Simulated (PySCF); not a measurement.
**Bromine: a sound run and one with changed settings**

Sound run: Br [Ar] 3d10 4s2 4p5, Br⁺ [Ar] 3d10 4s2 4p4. Calculation: PySCF 2.14, in cc-pVTZ-PP with ECP10MDF; a scalar-relativistic core potential. In the sound run the correlated levels freeze 3s2 3p6 3d10 outside the core potential. The sound run starts from symmetry-adapted Hartree-Fock orbitals and uses a fine grid where one is needed.

Changed run: all electrons correlated in a basis built for the valence shell.

| species | method | sound run (hartree) | changed run (hartree) | converged |
| --- | --- | --- | --- | --- |
| Br | MP2 | -415.62563 | -415.72348 | yes |
| Br⁺ | MP2 | -415.20114 | -415.29696 | yes |

Ionisation energy of Br:

| method | sound run (eV) | changed run (eV) |
| --- | --- | --- |
| UHF | 10.741 | 10.741 |
| MP2 | 11.551 | 11.606 |
| SCS-MP2 | 11.550 | 11.586 |

A valence basis has no tight correlating functions, so it recovers only part of the core correlation, and not evenly between atom and ion.

For comparison, NIST gives 11.814 eV between the lowest levels.
